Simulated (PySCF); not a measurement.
Cl2O2W, triplet, geometry from GFN2-xTB (such geometries of metal compounds can be far from the true shape) (the multiplicity is a formal guess) (core potentials on W); B3LYP5/def2-SVPD in PySCF.

Here is a job for PySCF.
```python
from pyscf import gto, scf, dft

mol = gto.Mole()
mol.atom = '''
    W     0.37433821   -0.07415431    0.12270466
    O     1.49271735   -0.62827810   -1.01392940
    O     0.74820365    0.18436419    1.74848290
    Cl   -0.97950147    1.60541944   -0.73627097
    Cl   -1.70452181   -1.07372945   -0.14352742
'''
mol.basis = 'def2-svpd'
mol.ecp = {'W': 'def2-svpd'}
mol.spin = 2
mol.verbose = 4
mol.build()

mf = dft.UKS(mol)
mf.xc = 'b3lyp5'
mf.grids.atom_grid = (99, 590)
mf.grids.prune = None
mf.kernel()
```

Output, abridged:

```
PySCF version 2.14.0

[INPUT] verbose = 4
[INPUT] num. atoms = 5
[INPUT] num. electrons = 64
[INPUT] charge = 0
[INPUT] spin (= nelec alpha-beta = 2S) = 2
[INPUT] symmetry False subgroup None
[INPUT] Mole.unit = angstrom
[INPUT] Symbol           X                Y                Z      unit          X                Y                Z       unit  Magmom
[INPUT]  1 W      0.374338210000  -0.074154310000   0.122704660000 AA    0.707396694860  -0.140131336856   0.231878201608 Bohr   0.0
[INPUT]  2 O      1.492717350000  -0.628278100000  -1.013929400000 AA    2.820826972887  -1.187273539062  -1.916048875645 Bohr   0.0
[INPUT]  3 O      0.748203650000   0.184364190000   1.748482900000 AA    1.413899983900   0.348397826277   3.304153814485 Bohr   0.0
[INPUT]  4 Cl    -0.979501470000   1.605419440000  -0.736270970000 AA   -1.850989516909   3.033803056653  -1.391350486768 Bohr   0.0
[INPUT]  5 Cl    -1.704521810000  -1.073729450000  -0.143527420000 AA   -3.221079394248  -2.029054592380  -0.271227515165 Bohr   0.0

nuclear repulsion = 330.070490629804
number of shells = 53
number of NR pGTOs = 216
number of NR cGTOs = 135
basis = def2-svpd
ecp = {'W': 'def2-svpd'}

******** <class 'pyscf.dft.uks.UKS'> ********
method = UKS
initial guess = minao
damping factor = 0
level_shift factor = 0
DIIS = <class 'pyscf.scf.diis.CDIIS'>
diis_start_cycle = 1
diis_space = 8
diis_damp = 0
SCF conv_tol = 1e-09
SCF conv_tol_grad = None
SCF max_cycles = 50
direct_scf = True
direct_scf_tol = 1e-13
number electrons alpha = 33  beta = 31
XC library pyscf.dft.libxc version 7.1.2
    S. Lehtola, C. Steigemann, M. J. T. Oliveira, and M. A. L. Marques,  SoftwareX 7, 1–5 (2018)
XC functionals = b3lyp5
    P. A. M. Dirac,  Math. Proc. Cambridge Philos. Soc. 26, 376 (1930)
    F. Bloch,  Z. Phys. 57, 545 (1929)
    A. D. Becke,  Phys. Rev. A 38, 3098 (1988)
    C. Lee, W. Yang, and R. G. Parr,  Phys. Rev. B 37, 785 (1988)
    B. Miehlich, A. Savin, H. Stoll, and H. Preuss,  Chem. Phys. Lett. 157, 200 (1989)
    S. H. Vosko, L. Wilk, and M. Nusair,  Can. J. Phys. 58, 1200 (1980)
radial grids:
    Treutler-Ahlrichs [JCP 102, 346 (1995); DOI:10.1063/1.469408] (M4) radial grids

becke partition: Becke, JCP 88, 2547 (1988); DOI:10.1063/1.454033
pruning grids: None
grids dens level: 3
symmetrized grids: False
atomic radii adjust function: <function treutler_atomic_radii_adjust>
User specified grid scheme (99, 590)
small_rho_cutoff = 0
Set gradient conv threshold to 3.16228e-05
tot grids = 292056
init E= -1125.11479665246

cycle= 1 E= -1136.990091599  delta_E= -11.9  |g|= 1.03  |ddm|= 5.32

cycle= 2 E= -1129.48977618106  delta_E=  7.5  |g|= 3.71  |ddm|= 3.88

cycle= 3 E= -1137.38095513096  delta_E= -7.89  |g|= 0.32  |ddm|= 3.56

cycle= 4 E= -1137.41771722038  delta_E= -0.0368  |g|= 0.176  |ddm|= 0.536

cycle= 5 E= -1137.43191116867  delta_E= -0.0142  |g|= 0.0749  |ddm|= 0.283

cycle= 6 E= -1137.43530071851  delta_E= -0.00339  |g|= 0.011  |ddm|= 0.104

cycle= 7 E= -1137.43535694571  delta_E= -5.62e-05  |g|= 0.00531  |ddm|= 0.0166

cycle= 8 E= -1137.43537101248  delta_E= -1.41e-05  |g|= 0.00233  |ddm|= 0.00615

cycle= 9 E= -1137.43537557878  delta_E= -4.57e-06  |g|= 0.000794  |ddm|= 0.0056

cycle= 10 E= -1137.43537632172  delta_E= -7.43e-07  |g|= 0.00029  |ddm|= 0.00223

cycle= 11 E= -1137.43537645822  delta_E= -1.36e-07  |g|= 0.000193  |ddm|= 0.00101

cycle= 12 E= -1137.43537648885  delta_E= -3.06e-08  |g|= 0.000167  |ddm|= 0.000468

cycle= 13 E= -1137.435376515  delta_E= -2.61e-08  |g|= 4.54e-05  |ddm|= 0.00052

cycle= 14 E= -1137.43537651522  delta_E= -2.19e-10  |g|= 5.07e-05  |ddm|= 0.000115

cycle= 15 E= -1137.43537651729  delta_E= -2.07e-09  |g|= 8.53e-06  |ddm|= 0.000114

cycle= 16 E= -1137.4353765174  delta_E= -1.13e-10  |g|= 4.91e-06  |ddm|= 3.1e-05

Extra cycle  E= -1137.4353765174  delta_E= 2.27e-12  |g|= 7.97e-06  |ddm|= 1.59e-05
converged SCF energy = -1137.4353765174  <S^2> = 2.0043994  2S+1 = 3.0029315
```
